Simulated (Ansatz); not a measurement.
Total energies of C2H4ClNSi (`N=C=C([SiH3])Cl`).

```xyz
9

N     0.915   -0.999    2.055
C     0.568   -0.206    1.204
C     0.297    0.593    0.201
Si   -0.529   -0.001   -1.350
Cl    0.719    2.277    0.332
H     0.265   -1.184    2.816
H    -1.811    0.721   -1.546
H    -0.776   -1.457   -1.195
H     0.353    0.255   -2.517
```

Charge 0, multiplicity 1. Geometry: relaxed with PBE0-D4/def2-TZVP. It is one conformer, not always the lowest. Basis def2-TZVPP, Ansatz 0.2.0.

RPA on PBE orbitals: Hartree–Fock energy of these orbitals -880.90138 Eh, correlation -1.35256 Eh (frozen core).

```csv
functional,kind,energy without D4 (Eh),D4 term (kJ/mol)
LDA (SPW92),LDA,-879.26644,–
PBE,GGA,-882.58067,-21.6
revPBE,GGA,-882.90410,-62.8
BLYP,GGA,-883.03518,-47.1
r2SCAN,meta-GGA,-882.94848,-5.3
B97M-V,meta-GGA with VV10,-882.88252,–
PBE0,"global hybrid, 25 % exact exchange",-882.64799,-18.4
B3LYP,"global hybrid, 20 %",-883.12183,-34.9
r2SCANh,"meta-GGA hybrid, 10 %",-882.93634,-5.7
r2SCAN0,"meta-GGA hybrid, 25 %",-882.91941,-6.3
HSE06 (plane-wave form),screened hybrid,-882.62674,-17.2
BHLYP,"global hybrid, 50 %",-882.99744,-27.3
CAM-B3LYP,range-separated hybrid,-883.03127,-18.8
LC-ωPBE,long-range corrected hybrid,-882.76324,–
ωB97X-V,range-separated hybrid GGA with VV10,-882.92333,–
ωB97M-V,range-separated hybrid meta-GGA with VV10,-882.98502,–
B2PLYP,double hybrid,-882.72027,–
PBE-QIDH,double hybrid,-882.45322,–
```

B3LYP takes the VWN-RPA correlation (the form of Gaussian; ORCA's B3LYP/G). HSE06 is the plane-wave form, built on full-range PBE exchange. The double hybrids freeze the cores in their second-order part.

LC-ωPBE has ω = 0.4 bohr⁻¹.
